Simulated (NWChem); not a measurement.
Molecule: SiHI, singlet; SMILES I[SiH]

```xyz
3

Si     0.0659    -1.9167     0.0000
H     -1.4555    -2.0319     0.0000
I      0.0101     0.5446     0.0000
```
Atoms are numbered in this order, from 1.

Results from NWChem. Low-valent species are run as closed-shell singlets; no triplet was tried in these runs. The geometry was optimised at PBE0-D3(BJ)/def2-TZVP. def2 effective core potentials on I; no spin-orbit coupling.

Q: What does the run give for TPSS/def2-SVP (core potentials)? Quantities: highest occupied level (eV); orbital gap (eV); dipole (D).

A: 
```
Item                         Value
---------------------------  -----
highest occupied level (eV)  -5.90
orbital gap (eV)              1.98
dipole (D)                    0.68
```
